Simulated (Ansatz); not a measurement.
`[F][Hf]([F])([SH])[Cl]` + H₂O → `[OH][Hf]([F])([SH])[Cl]` + H–F at 500 K and 1 bar (formal hydrolysis of the Hf–F bond).

Computed with Ansatz on PBE0-D4/def2-TZVP structures; ΔE is electronic, products minus reactants. CBS: MP2 limit from def2 TZ/QZ plus the TZ coupled-cluster correction, frozen cores. This one scheme is used for every species. Elements past krypton have def2 core potentials. For Hf outer-core shells are correlated without core-valence functions, which leaves a few kJ/mol of doubt a bond. One conformer a species, not always the lowest.

```
                  species  CCSD(T)/CBS energy (Eh)  H − E (kJ/mol)  S (J/(mol·K))
 `[F][Hf]([F])([SH])[Cl]`              -1105.93208            82.6          450.1
                      H₂O                -76.37941            73.2          206.3
`[OH][Hf]([F])([SH])[Cl]`              -1081.90201           115.5          470.6
                      H–F               -100.39570            39.4          188.7
```

H − E and S are ideal-gas, rigid-rotor, harmonic terms from PBE0-D4/def2-TZVP, for one conformer and one mirror image of each species. 1 Eh = 2625.50 kJ/mol, R = 8.31446 J/(mol·K).

**Question.** By hand: ΔE, ΔH, ΔS and ΔG.

**Answer.** ΔE = (-1081.90201) + (-100.39570) − (-1105.93208) − (-76.37941) = 0.01378 Eh = 36.2 kJ/mol. Δ(H − E) = 115.5 + 39.4 − 82.6 − 73.2 = -0.9, so ΔH = 35.3 kJ/mol. ΔS = 470.6 + 188.7 − 450.1 − 206.3 = 2.9 J/(mol·K). ΔG = 35.3 − 500 × (2.9)/1000 = 33.8 kJ/mol.

**Question.** By hand: the equilibrium constant, and the temperature at which ΔG would vanish if ΔH and ΔS stayed fixed.

**Answer.** log₁₀ K = −ΔG/(RT ln 10) = -3.5. ΔG = 0 at ΔH/ΔS = 12172 K, far beyond where these terms or the molecules hold.

The number of gas molecules stays the same, so ΔS is small and ΔH decides. A doubt of 5 kJ/mol in ΔE shifts log₁₀ K by 0.5 here. Other conformers and mirror images would add mixing entropy, several J/(mol·K) or more a flexible species. These are equilibria of isolated gas molecules and say nothing of rates. Largest T1 diagnostic: 0.016 (customary marks: 0.02 for closed shells, 0.045 for open ones).
